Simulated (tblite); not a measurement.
Run record: tight-binding relaxation, `CC(N[Si@H](C[SiH3])C)C`.

Computed with GFN2-xTB geometry optimisation, gas phase (tblite 0.8.0). Start geometry: from a force field or distance geometry. The input is one job of a driver script: a line of settings, then coordinates in Å.

Command:
```bash
OMP_NUM_THREADS=1 python probes_run.py task.json out
```

Input:
```
{"job": {"kind": "relax", "xc": "GFN2-xTB", "basis": "xTB"}, "charge": 0, "multiplicity": 1}
C      2.289800     1.074000     1.561200
C      1.556500     0.575400     0.333100
C      2.500900    -0.295100    -0.435800
N      0.327500     0.005100     0.702400
Si    -0.684400    -0.659500    -0.529100
C     -1.029100    -2.497600    -0.288700
C     -2.303900     0.179700    -0.817100
Si    -2.664400     1.582900     0.333900
H      1.590900     0.999000     2.432200
H      3.162600     0.451500     1.804400
H      2.616200     2.120400     1.436600
H      1.323400     1.482000    -0.272800
H      3.537800    -0.039600    -0.173300
H      2.405200    -0.088800    -1.549200
H      2.266600    -1.372400    -0.291800
H      0.179100    -0.276000     1.691000
H      0.059800    -0.584800    -1.821000
H     -0.093600    -3.066700    -0.455200
H     -1.831100    -2.813200    -0.971700
H     -1.305000    -2.651300     0.788400
H     -3.121100    -0.585400    -0.699200
H     -2.341400     0.552400    -1.866500
H     -1.636300     2.653400     0.274300
H     -3.956500     2.157200    -0.117800
H     -2.860600     1.121600     1.719300
```

Output:
```
step      E/eV     max force
  0    -700.27743    2.355
  1    -700.56946    0.732
  2    -700.62423    0.486
  3    -700.67142    0.468
  4    -700.70862    0.400
  5    -700.73859    0.390
  6    -700.75837    0.318
  7    -700.77521    0.242
  8    -700.78896    0.306
  9    -700.79965    0.228
... (220 lines left out)
230    -701.25757    0.018
231    -701.25767    0.022
232    -701.25776    0.018
233    -701.25784    0.017
234    -701.25792    0.017
235    -701.25798    0.016
236    -701.25802    0.014
237    -701.25805    0.011
238    -701.25807    0.011
239    -701.25809    0.009
```

«max force» is the largest atomic force in eV/Å.

Problem. From which step on does the largest force stay under 0.1 eV/Å, and how much energy is left to gain from there?

Solution. From step 143 (0.085 eV/Å), 31.1 meV above the end.

Main results: energy lowered by 22.6 kcal/mol over 239 steps; largest atomic force 0.009 eV/Å at the end.

Problem. Where do the atoms end?

Solution. 0.875 Å rms from the input after alignment:
```
atom  x, y, z in Å
C1     1.9209    1.1190    1.5898
C2     1.4672    0.5920    0.2294
C3     2.6728    0.2616   -0.6537
N4     0.6048   -0.5535    0.4154
Si5   -0.6177   -1.0478   -0.6865
C6    -1.5299   -2.4745    0.1610
C7    -1.7692    0.4300   -1.0224
Si8   -2.4930    1.3007    0.4988
H9     1.0555    1.3349    2.2108
H10    2.5336    0.3753    2.0959
H11    2.5043    2.0284    1.4720
H12    0.8670    1.3594   -0.2681
H13    3.2919    1.1430   -0.8009
H14    2.3345   -0.0981   -1.6220
H15    3.2769   -0.5148   -0.1882
H16    1.0693   -1.2730    0.9503
H17   -0.1174   -1.5288   -1.9998
H18   -0.8689   -3.3131    0.3526
H19   -2.3369   -2.8344   -0.4671
H20   -1.9592   -2.1674    1.1085
H21   -2.5922    0.0836   -1.6472
H22   -1.2310    1.1618   -1.6248
H23   -1.4348    1.9002    1.3159
H24   -3.3903    2.3772    0.0547
H25   -3.2692    0.3626    1.3138
```

Time: 4.5 s. Hardware: one thread of an Arm Neoverse N1, shared host with 64 logical CPUs at a one-minute load of 60.
Labels such as C1 count atoms from 1, the log's own numbers from 0.
